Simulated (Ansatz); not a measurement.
Reaction (substitution at a C–Si bond): `C[Si](F)(F)[GeH3]` + `CBO` → `CBOC` + `F[SiH](F)[GeH3]`

Program: Ansatz. Geometries: PBE0-D4/def2-TZVP. ΔE: electronic, gas phase. CCSD(T)/CBS is the MP2 limit (def2-TZVPP, def2-QZVPP) plus CCSD(T) − MP2 in def2-TZVPP, frozen cores. DFT in def2-TZVPP. B3LYP here is the variant with VWN-RPA as its local correlation; programs differ in this. For Ge outer-core shells are correlated without core-valence functions, which leaves a few kJ/mol of doubt a bond. Scalar relativity is left out up to krypton. One conformer a species, not always the lowest.

```csv
level,ΔE (kJ/mol),difference from CCSD(T)/CBS
PBE-D4,107.6,-1.7
r2SCAN-D4,111.3,2.0
PBE0-D4,110.0,0.7
B3LYP-D4,103.4,-5.9
ωB97X-V,104.2,-5.1
ωB97M-V,110.0,0.7
B2PLYP,103.8,-5.5
PBE,105.2,-4.1
r2SCAN,110.8,1.5
PBE0,107.8,-1.5
B3LYP,99.4,-9.9
HF/def2-TZVPP,93.6,-15.7
MP2/def2-TZVPP,113.0,3.7
SCS-MP2/def2-TZVPP,104.3,-5.0
CCSD/def2-TZVPP,105.8,-3.5
CCSD(T)/def2-TZVPP,106.6,-2.7
HF/def2-QZVPP,92.5,-16.8
MP2/def2-QZVPP,114.1,4.8
SCS-MP2/def2-QZVPP,105.7,-3.6
HF/CBS(def2),92.3,-17.0
MP2/CBS(def2),115.6,6.3
CCSD/CBS(def2),108.4,-0.9
CCSD(T)/CBS,109.3,0
```

Largest T1 diagnostic among the species: 0.012.

In def2-TZVPP, CCSD(T) changes the Hartree–Fock value by +13.1 kJ/mol (the triples alone add +0.9 kJ/mol) and MP2 by +19.4 kJ/mol. The D4 term adds +4.0 kJ/mol with B3LYP and +2.2 kJ/mol with PBE0; it sums over pairs of atoms, weighted by their polarisabilities, and B3LYP, whose exchange is more repulsive, gets the larger term.
